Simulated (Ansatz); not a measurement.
Consider the cleavage of the Al–B bond: `[AlH2][B]([SiH3])[SiH3]` + CH₃NH₂ → `C[NH][AlH2]` + `[SiH3]B[SiH3]`.

Program: Ansatz. Geometries: PBE0-D4/def2-TZVP. ΔE: electronic, gas phase. CBS: MP2 limit from def2 TZ/QZ plus the TZ coupled-cluster correction, frozen cores. DFT in def2-TZVPP. B3LYP here is the variant with VWN-RPA as its local correlation; programs differ in this.

`[AlH2][B]([SiH3])[SiH3]`:

Z-matrix (Å, degrees):
```
Si
B 1 1.997
H 1 1.490 2 114.6
H 1 1.490 2 115.9 3 -127.1
H 1 1.497 2 101.9 3 116.3
Si 2 1.997 1 114.8 3 -26.9
Al 2 2.093 1 122.6 3 153.2
H 6 1.490 2 115.9 1 -153.9
H 6 1.490 2 114.6 1 -26.8
H 6 1.497 2 102.0 1 89.5
H 7 1.592 2 120.2 1 -95.6
H 7 1.592 2 120.2 1 84.6
```

CH₃NH₂:

Z-matrix (Å, degrees):
```
C
N 1 1.453
H 1 1.092 2 109.4
H 1 1.100 2 115.4 3 -121.6
H 1 1.092 2 109.4 3 116.8
H 2 1.012 1 110.6 3 62.6
H 2 1.012 1 110.6 3 -179.3
```

`C[NH][AlH2]`:

```xyz
9

C    -0.601    0.419    1.047
N     0.198    0.495   -0.158
Al    0.663   -0.809   -1.256
H    -1.514    1.022    0.981
H    -0.048    0.748    1.935
H    -0.908   -0.615    1.222
H     0.502    1.439   -0.349
H     1.551   -0.427   -2.511
H     0.157   -2.271   -0.911
```

`[SiH3]B[SiH3]`:

Cartesian coordinates in Å:
```
Si 1.274 0.005 -1.254
B -0.520 -0.358 -0.433
Si -1.013 0.039 1.471
H 1.149 1.365 -1.864
H 1.625 -0.950 -2.341
H 2.395 0.046 -0.276
H -1.395 -0.732 -1.161
H -1.639 1.397 1.434
H 0.145 0.097 2.403
H -2.020 -0.910 2.022
```

```csv
level,ΔE (kJ/mol)
r2SCAN-D4,-94.0
B3LYP-D4,-99.5
ωB97M-V,-99.8
B3LYP,-103.1
HF/def2-TZVPP,-108.5
MP2/def2-TZVPP,-105.5
CCSD(T)/def2-TZVPP,-98.3
SCS-MP2/def2-QZVPP,-106.8
```

(1) What does CCSD(T)/CBS give? (An estimate is asked.)

Largest T1 diagnostic among the species: 0.015.

Answers

(1) Computed: -96.6 kJ/mol. The listed levels differ from it by 2.6, -2.9, -3.2, -6.5, -11.9, -8.9, -1.7, -10.2 kJ/mol.

The D4 term adds +3.6 kJ/mol with B3LYP and +2.2 kJ/mol with PBE0; it sums over pairs of atoms, weighted by their polarisabilities, and B3LYP, whose exchange is more repulsive, gets the larger term.
